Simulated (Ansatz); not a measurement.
Species: GeNH4, charge 0, doublet. GeNH4 (SMILES [GeH2][NH2], doublet).
B3LYP-D3(BJ)/def2-TZVP minimum from Ansatz (a first-principles code):
```xyz
6

Ge    -0.3847     0.0229    -0.0687
N      1.4487    -0.1357     0.1771
H     -0.6515     1.5560    -0.0974
H     -1.0136    -0.6013     1.2109
H      1.8007    -1.0685     0.3459
H      2.0354     0.3299    -0.5021
```
Charge 0, spin multiplicity 2.

Quantity: atomisation energy (electronic, to ground-state atoms), in kcal/mol. Open shells are spin-unrestricted; no spin-orbit coupling. Cores are frozen in correlated methods (noble-gas shells, and filled d and f shells in the p block). No relativity. CBS(X,Y): correlation extrapolated as X^-3, Hartree-Fock from the larger set. A bracket is a step between two methods taken in the basis named. Double hybrids freeze cores in their MP2 part. Where a partner has so few electrons that a lower coupled-cluster level is exact, that level stands in.

CCSD(T)/CBS(cc-pVTZ,cc-pVQZ) + [CCSDT(Q) - CCSD(T)]/cc-pVTZ (Ansatz) gives 391.7 kcal/mol.

Task: What does PBE/def2-TZVPD (Ansatz) give here, and how do the other levels compare?

Result: PBE gives 395.6 kcal/mol, 3.9 kcal/mol above it. Differences of the others: r2SCAN/def2-TZVPD (Ansatz) 0.4; B3LYP/def2-TZVPD (Ansatz) 0.2; PBE0/def2-TZVPD (Ansatz) -4.2; wB97M-V/def2-TZVPD (Ansatz) 0.0; B2PLYP/def2-TZVPD (Ansatz) -5.8; CCSD(T)/CBS(cc-pVTZ,cc-pVQZ) (Ansatz) -0.3 kcal/mol.
